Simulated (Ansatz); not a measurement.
A run on F2HO2Si, SMILES `[O][Si](O)(F)F` radical with other settings.

```yaml
crystal:
  periodic: [false, false, false]
  atoms:
    - {symbol: O, position_ang: [0.493679, -1.265477, -1.068869]}
    - {symbol: Si, position_ang: [-0.223191, 0.007541, -0.302872]}
    - {symbol: O, position_ang: [0.206862, -0.062162, 1.246594]}
    - {symbol: F, position_ang: [-1.789720, -0.043215, -0.354728]}
    - {symbol: F, position_ang: [0.218229, 1.323093, -1.045940]}
    - {symbol: H, position_ang: [1.136142, -0.023880, 1.479614]}
basis:
  gaussian: {orbitals: def2-TZVPD}
magnetization: {spin_polarized: true, initial_magnetization: 1}
hamiltonian: {xc: {name: LC-wPBE}, pseudopotentials: {relativity: none}}
scf: {lower_state_search: off}
```

```sh
$ ansatz run in.yaml --threads 4 --pin off --events-out ev --progress --plain --max-ram 10444MiB
```

Output, abridged:

```
Functional definition: LC-wPBE
1088 factors; their error is unknown
368 factors; integrals over basis functions are off by at most 3.9e-5 eV
mean field evaluation 1: about -17416.8003 eV, gradient 4.4e1 eV
mean field evaluation 2: about -17417.5695 eV, gradient 4.4e1 eV
mean field evaluation 4: about -17422.5112 eV, gradient 1.9e0 eV
mean field evaluation 8: about -17422.5413 eV, gradient 1.5e-1 eV
mean field evaluation 16: about -17422.5350 eV, gradient 2.8e-2 eV
mean field evaluation 32: about -17422.5360 eV, gradient 2.1e-3 eV
mean field -17422.53596667 eV, -640.2663873561 hartree, gradient 8.7e-6 eV, S^2 0.752595; 0 other end points of the search recorded, 0 dependent functions left out
reference -17422.53596668 eV, -640.2663873565 hartree; 25, 24 occupied and 187, 188 virtual orbitals, 1088 factors
Total energy: -17422.53596668 eV, -640.2663873565 hartree
Checks for a lower state left out: stability, starts, cluster_reference, orbital_swaps, neighbouring_geometries, increment
```

Hardware: 4 threads of an Intel Xeon Platinum 8488C on a shared host. Wall time 4 s, peak host memory 0.58 GiB.
